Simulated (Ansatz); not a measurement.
Compare A (`BC(CF)N=C`) with its isomer B (`C/C(BN)=C\F`).

Gas-phase electronic energies from Ansatz, PBE0-D4/def2-TZVP geometries. CCSD(T)/CBS adds triple-zeta CCSD(T) − MP2 to the extrapolated MP2 energy (def2 sets, frozen cores). DFT in def2-TZVPP. B3LYP here is the variant with VWN-RPA as its local correlation; programs differ in this. One conformer a species, not always the lowest.

(1) Which is lower in electronic energy at CCSD(T)/CBS, and by how much? (Estimate.)

(2) Give E(B) − E(A) in kJ/mol with ωB97M-V, r2SCAN-D4, HF/def2-TZVPP, CCSD/def2-TZVPP, CCSD(T)/def2-TZVPP, B3LYP-D4, B3LYP. (An estimate is asked.)

Largest T1 diagnostic: 0.012.

Results:

(1) Computed: B, by 263.7 kJ/mol.

(2) Computed: ωB97M-V -266.0, r2SCAN-D4 -275.3, HF/def2-TZVPP -245.7, CCSD/def2-TZVPP -256.9, CCSD(T)/def2-TZVPP -259.1, B3LYP-D4 -266.0, B3LYP -266.6. None reverses the order clearly.

In def2-TZVPP, CCSD(T) changes the Hartree–Fock value by −13.4 kJ/mol (the triples alone add −2.2 kJ/mol) and MP2 by −22.1 kJ/mol.
